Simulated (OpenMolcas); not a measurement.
## Rh5+ in a point-charge field

Rh5+ among 6 point charges of -1.7 e arranged as an octahedron (Oh), 2.11 Å from the ion.

```yaml
Program: OpenMolcas 26.06
Method: CASSCF
Basis: ANO-RCC-VTZP [7s6p4d2f1g]
Scalar_Hamiltonian: DKH2, point nucleus
Active_space: 4 electrons in 5 orbitals (4d)
State_averaging: 2S+1 = 5 even, 5 roots; 2S+1 = 3 even, 45 roots; 2S+1 = 1 even, 50 roots
Spin-orbit_coupling: RASSI with atomic mean-field integrals over the reference wave functions
```

The lowest spin-free states (labels of O, the rotations of Oh), above the lowest:

```csv
State,Degeneracy,E (cm-1),Free-ion L (%)
5E,2,0.0,D (100)
5T2,3,3515,D (100)
3T1,3,19800,H (73)
3E,2,21684,H (97)
3T1,3,23118,H (49)
3T2,3,23130,H (72)
3A2,1,25000,F (100)
3T1,3,25666,H (60)
3A1,1,26380,G (100)
3T2,3,26828,F (63)
3E,2,28111,G (94)
3T1,3,28506,G (69)
3T1,3,29952,F (43)
1T2,3,30518,I (68)
1E,2,30546,I (90)
3T2,3,30736,G (88)
1A2,1,32341,I (99)
1T2,3,33085,G (50)
1A1,1,33274,I (53)
1T1,3,33773,I (62)
```

The lowest levels with spin-orbit coupling:

| E (cm-1) | Degeneracy | Label | 2S+1 |
| --- | --- | --- | --- |
| 0.0 | 1 | A1 | 5 |
| 494.2 | 3 | T1 | 5 |
| 1019 | 2 | E | 5 |
| 1268 | 3 | T2 | 5 |
| 1592 | 1 | A2 | 5 |
| 4357 | 3 | T2 | 5 |
| 4658 | 3 | T1 | 5 |
| 5145 | 1 | A1 | 5 |
| 5685 | 3 | T1 | 5 |
| 5787 | 2 | E | 5 |
| 6253 | 3 | T2 | 5 |
| 19468 | 1 | A1 | 3 |
| 20442 | 3 | T2 | 3 |
| 20791 | 2 | E | 3 |
| 21000 | 3 | T1 | 3 |
| 22552 | 3 | T1 | 3 |
| 22879 | 3 | T2 | 3 |
| 23036 | 1 | A1 | 3 |
| 23383 | 3 | T1 | 3 |
| 23497 | 2 | E | 3 |

Powder χT (cm3 K/mol): 0.00653 at 2 K, 0.0326 at 10 K, 0.163 at 50 K, 0.327 at 100 K, 0.649 at 200 K, 0.919 at 300 K. The effective moment at 300 K is 2.828 √(χT) = 2.71 μB.

The lowest level has 2S+1 = 5, for which the spin-only value is χT = S(S+1) / 2 = 3.000 cm3 K/mol (g = 2). The computed 0.919 at 300 K differs by -2.081, through orbital momentum, spin-orbit coupling and any other state in reach.

A least-squares ligand-field fit to the states below 45000 cm-1, each weighted by its degeneracy and with a free common offset, gives 10Dq = 3580 cm-1, B = 1036 cm-1 and C = 4256 cm-1 (C/B = 4.11), with an rms deviation of 35 cm-1.

An orbital doublet at a regular site is open to a Jahn-Teller distortion, which this geometry leaves out. Without dynamic correlation the repulsion within the d shell is too large (B by tens of per cent), so at a given field states of lower spin stand too high. Point charges give a weaker field than real ligands, and real ions of this kind are as a rule low spin; the high spin found here belongs to the model. This field is weak: 10Dq is about 3580 cm-1, while octahedral complexes of 4d ions of charge 3 and more, computed by the same method with explicit ligands, had a median near 25000 cm-1. Ground spin and moment need not be those of a real site. The ground term spreads over less than 5000 cm-1, several times less than with real ligands, so orbital moments are less quenched and χT lies further from the spin-only value than at real sites. This is an electrostatic model: the charges have no orbitals. No measured value stands beside these numbers.
